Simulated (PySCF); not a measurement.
## Constants of SbCl⁺, step by step

State: ²Π, doublet, unpaired electrons π ↑. De refers to Sb⁺ + Cl. ROHF-based CCSD(T) in PySCF 2.14 with Sb cc-pwCVDZ-PP with ECP28, Cl aug-cc-pV(D+d)Z and Sb cc-pwCVTZ-PP with ECP28, Cl aug-cc-pV(T+d)Z (frozen core orbitals: 9; scalar-relativistic core potentials). Correlation energies are extrapolated as n⁻³ (n = 2, 3), Hartree–Fock as (n+1)·exp(−9√n).

```json
{"Level": "CCSD(T)/DZ", "Re (Å)": "2.2770", "ωe (cm⁻¹)": "423.4", "ωexe (cm⁻¹)": "1.15", "αe (cm⁻¹)": "0.000456", "De (eV)": "3.048"}
{"Level": "CCSD(T)/TZ", "Re (Å)": "2.2415", "ωe (cm⁻¹)": "447.7", "ωexe (cm⁻¹)": "1.23", "αe (cm⁻¹)": "0.000464", "De (eV)": "3.440"}
{"Level": "HF/CBS", "Re (Å)": "2.2304", "ωe (cm⁻¹)": "467.4", "ωexe (cm⁻¹)": "1.13", "αe (cm⁻¹)": "0.000436", "De (eV)": "2.220"}
{"Level": "MP2/CBS", "Re (Å)": "2.2194", "ωe (cm⁻¹)": "468.0", "ωexe (cm⁻¹)": "1.15", "αe (cm⁻¹)": "0.000440", "De (eV)": "3.632"}
{"Level": "CCSD/CBS", "Re (Å)": "2.2266", "ωe (cm⁻¹)": "462.5", "ωexe (cm⁻¹)": "1.20", "αe (cm⁻¹)": "0.000450", "De (eV)": "3.325"}
{"Level": "CCSD(T)/CBS", "Re (Å)": "2.2344", "ωe (cm⁻¹)": "453.1", "ωexe (cm⁻¹)": "1.24", "αe (cm⁻¹)": "0.000462", "De (eV)": "3.541"}
```

**Question.** How much is left between CCSD(T)/TZ and the basis-set limit, and how much do the triples give at the limit?

**Answer.** CCSD(T)/CBS less CCSD(T)/TZ: -7.1 mÅ in Re, +5.4 cm⁻¹ in ωe and +0.101 eV in De. CCSD(T)/CBS less CCSD/CBS: +7.8 mÅ in Re, -9.4 cm⁻¹ in ωe and +0.216 eV in De.

The T1 diagnostic is 0.023. The state was picked by a PBE0 search and need not be the measured ground state. Spin–orbit coupling, excitations beyond (T) and corrections to the Born–Oppenheimer picture are left out, and spin–orbit coupling matters for open p, d or f shells this heavy.

The whole job (state search and all basis sets along the bond) took about 38 min on 4 threads of AMD EPYC 7R43 64-Core (shared host), peak memory 13 GiB.
